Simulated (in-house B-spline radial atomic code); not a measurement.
## Ionising As4+ with different functionals

Computed with an all-electron radial atomic-structure program (B-spline basis): non-relativistic Hamiltonian, point nucleus, spin-polarised at highest spin, spherical fractional occupations for the functionals, the average over the highest-spin determinants for Hartree-Fock. The ionisation energy is the difference of two self-consistent energies, [Ar] 3d10 4s1 → [Ar] 3d10, without Breit or QED terms; ε is the level of the shell that loses the electron (its least bound occupied spin orbital). There is no spin-orbit coupling in this Hamiltonian.

```
           method                    rung  ΔSCF (eV)  -ε(4s) (eV)
     Hartree-Fock            Hartree-Fock      60.83        60.93
    HF fractional            Hartree-Fock      60.83        60.93
         LDA VWN5                     LDA      63.26        57.31
         LDA PW92                     LDA      63.25        57.30
LDA exchange-only                     LDA      62.12        56.24
              PBE                     GGA      62.96        56.89
           PBEsol                     GGA      62.78        56.91
             BLYP                     GGA      63.27        57.06
             RPBE                     GGA      62.73        56.68
             PW91                     GGA      63.06        57.05
             BP86                     GGA      62.82        57.06
             AM05                     GGA      62.71        56.90
             OLYP                     GGA      62.58        56.52
             TPSS                meta-GGA      62.45        56.73
             SCAN                meta-GGA      62.62        57.44
           r2SCAN                meta-GGA      62.44        57.24
            M06-L                meta-GGA      61.36        56.47
          revTPSS                meta-GGA      62.29        56.67
             PBE0           global hybrid      62.52        58.06
            B3LYP           global hybrid      63.07        58.14
            TPSSh           global hybrid      62.32        57.20
           M06-2X           global hybrid      62.17        58.69
        BHandHLYP           global hybrid      62.50        59.36
          r2SCAN0           global hybrid      62.23        58.37
            B97-1           global hybrid      62.17        57.48
            HSE06  range-separated hybrid      62.61        57.80
            wB97X  range-separated hybrid      61.65        60.42
        CAM-B3LYP  range-separated hybrid      63.05        59.89
          LC-wPBE  range-separated hybrid      62.66        61.28
```

Task: Among the functionals, which spreads more, the ΔSCF values or the orbital energies?

Result: The orbital energies: ΔSCF values span about 1.91 eV and the orbital energies 5.04 eV.

Task: How do they compare with the NIST value?

Result: NIST lists 62.77 eV ± 0.06 (measured, ground level to ground level). Errors run from -1.94 to +0.50 eV; PBEsol is closest (+0.01 eV), though others lie within the uncertainty of it, and part of that can be cancellation, since the calculations leave out relativity, Breit-QED terms. Hartree-Fock also lacks correlation.
